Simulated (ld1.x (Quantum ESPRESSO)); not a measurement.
# Before and after: TM potential for chlorine (Cl)

chlorine, norm-conserving Troullier–Martins (Kleinman–Bylander form), made with ld1.x (Quantum ESPRESSO) 7.5 (PBEsol, scalar-relativistic). Core [Ne], reference 3s1 3p6. Waves: 3s (bound): rc 1.05 bohr; 3p (bound): rc 1.25 bohr; 3d channel at 0.05 Ry: rc 1.35 bohr. Local part: all-electron potential smoothed inside 0.80 bohr (lloc = -1). Core correction: a·sin(br)/r model core, default radius (core density twice the valence density).

All-electron outer shells of the reference configuration (PBEsol, scalar-relativistic, ld1.x):

| shell | level (eV) | outermost node (bohr) | outermost maximum (bohr) |
| --- | --- | --- | --- |
| 2s | -253.55 | 0.12 | 0.36 |
| 2p | -192.76 | – | 0.30 |
| 3s | -21.27 | 0.55 | 1.27 |
| 3p | -9.10 | 0.53 | 1.43 |

Change: all radii but the core radius scaled by about 1.04 (s 1.10, p 1.30, d 1.40 bohr); local potential all-electron potential smoothed inside 0.84 bohr (lloc = -1).

Cutoffs: the cutoffs (Ry, on a coarse ladder) from which the occupation-weighted sum of valence levels, in a spherical-Bessel basis at the reference potential, stays within 10 and 1 mRy of its value at 400 Ry; they do not see the model core or the augmentation charge, which bear on the density cutoff. Errors are all-electron minus pseudo energies relative to the spin-unpolarised reference configuration.

Problem. How do hardness, ghosts and transferability respond?

Solution. The potential gets softer (70 Ry and 140 Ry → 60 Ry and 110 Ry); both files keep a bound ghost (s); the number of tests that count goes from 7 to 6; of the 6 tests that both files solve, the error grows in 0 and shrinks in 2 by more than 15 % and 0.3 meV (median size 1.9 → 1.4 meV). A larger radius leaves more room for a smooth pseudo-wave, so fewer plane waves are needed.

| quantity | base | changed |
| --- | --- | --- |
| cutoff, loose | 70 Ry | 60 Ry |
| cutoff, tight | 140 Ry | 110 Ry |
| loose cutoff by channel (10 mRy a level) | s 70 Ry, p 12 Ry | s 60 Ry, p 12 Ry |
| bound ghosts | s | s |
| tests counted (converged, no solver errors) | 7 of 7 | 6 of 7 |
| error for 3s2 3p5, meV [ΔE -12.11 eV] | -1.9 | -1.5 |
| error for 3s2 3p4, meV [ΔE 1.72 eV] | +0.8 | +0.9 |
| error for 3s2 3p3, meV [ΔE 27.12 eV] | +8.1 | +8.9 |
| error for 3s2 3p5.3, meV [ΔE -14.24 eV] | -1.9 | -1.3 |
| error for 3s2 3p4.5, meV [ΔE -6.55 eV] | -1.1 | -0.9 |
| error for 3s1 3p5, meV [ΔE 14.39 eV] | +2.9 | +2.9 |

Changed file: Tests not counted: 3s2 3p1 (solver errors, printed error -31.2 eV). A true bound ghost makes a file unfit for plane-wave use even where its test errors are small: the radial tests pick states by their node count and pass the ghost by. Where a test does run into it, the solver fails or the error is huge.
